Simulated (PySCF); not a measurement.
C3H5F3Si.
SMILES with atom numbers: `[F:1][CH:2]([F:3])[C@@:4]1([F:5])[CH2:6][SiH2:7]1` (hydrogens: H8 on C2; H9, H10 on C6; H11, H12 on Si7)

Computed by this run: PySCF 2.14.0, PBE0-D3(BJ)/def2-SVP geometry optimisation, gas phase; density fitting, grid level 1; the optimiser is geomeTRIC in internal coordinates, started from a GFN2-xTB structure with every atom displaced at random (about 0.01 Å).

Step 1: E = -19193.5500 eV
```
atom  x, y, z in Å  |  force x, y, z in eV/Å
F1     -2.1534   -1.2234   -0.0844    0.119  -0.411   0.092
C2     -1.5295   -0.0429   -0.1840   -0.369   0.597  -0.455
F3     -1.7057    0.6176    0.9846    0.066  -0.101   0.054
C4     -0.0624   -0.1594   -0.5000    0.043   0.003   0.181
F5      0.1051   -0.4274   -1.8290   -0.108  -0.087  -0.194
C6      0.8581    0.9406    0.0092    0.106   0.138  -0.135
Si7     1.2955   -0.7587    0.6617   -0.070   0.155  -0.140
H8     -2.0457    0.5223   -0.9978    0.247  -0.041   0.244
H9      1.4739    1.3935   -0.7848   -0.021  -0.157   0.174
H10     0.4047    1.6882    0.6686   -0.023  -0.045   0.045
H11     0.9772   -1.1318    2.0542    0.005   0.011   0.092
H12     2.4247   -1.4446   -0.0044    0.006  -0.061   0.041
```

Step 2: E = -19193.5757 eV
```
atom  x, y, z in Å  |  force x, y, z in eV/Å
F1     -2.1011   -1.2568   -0.1064   -0.061  -0.043  -0.083
C2     -1.5342   -0.0394   -0.1892    0.101   0.017   0.106
F3     -1.7001    0.5714    1.0073   -0.045   0.004   0.002
C4     -0.0693   -0.1429   -0.5079    0.109   0.073  -0.057
F5      0.0728   -0.4203   -1.8422    0.013  -0.020  -0.047
C6      0.8641    0.9490    0.0013    0.002   0.038  -0.107
Si7     1.2804   -0.7487    0.6577   -0.094   0.025   0.018
H8     -2.0523    0.5417   -0.9774   -0.036  -0.029   0.095
H9      1.5051    1.3756   -0.7797    0.010  -0.017   0.025
H10     0.4201    1.7015    0.6618   -0.015  -0.018   0.010
H11     0.9554   -1.0930    2.0608    0.015  -0.006   0.001
H12     2.4017   -1.4640    0.0074    0.003  -0.025   0.036
```

Q: Estimate the geometry and energy of step 3. (The exact step hangs on the optimiser's Hessian estimate; all steps are aligned on step 2, rigid shifts and turns removed.)

A: E = -19193.5840 eV, largest force 0.196 eV/Å
```
atom  x, y, z in Å  |  force x, y, z in eV/Å
F1     -2.0835   -1.2721   -0.1398   -0.020   0.061  -0.060
C2     -1.5313   -0.0427   -0.1821    0.110  -0.138   0.086
F3     -1.6937    0.5235    1.0368    0.044  -0.015  -0.016
C4     -0.0677   -0.1308   -0.5199    0.094   0.040  -0.101
F5      0.0743   -0.4128   -1.8557   -0.063   0.005   0.093
C6      0.8720    0.9563   -0.0140   -0.075   0.005  -0.009
Si7     1.2672   -0.7404    0.6575   -0.033  -0.027   0.067
H8     -2.0688    0.5568   -0.9363   -0.082   0.048  -0.029
H9      1.5273    1.3681   -0.7883    0.014   0.021  -0.031
H10     0.4303    1.7136    0.6424   -0.001   0.009   0.003
H11     0.9303   -1.0664    2.0634    0.007  -0.004  -0.024
H12     2.3862   -1.4791    0.0296    0.005  -0.004   0.021
```

The energy changes by -0.0083 eV. The first-order estimate −F·Δx gives -0.0128 eV and the mean of the old and new forces, exact on a quadratic surface, -0.0086 eV. The step makes an angle of 68° with the force vector and moves no atom by more than 0.057 Å.

The cost below is that of the whole optimisation. The run took 69 s of wall time on one thread of an Arm Neoverse V1 (shared host), and the process peaked at 0.55 GiB of memory.
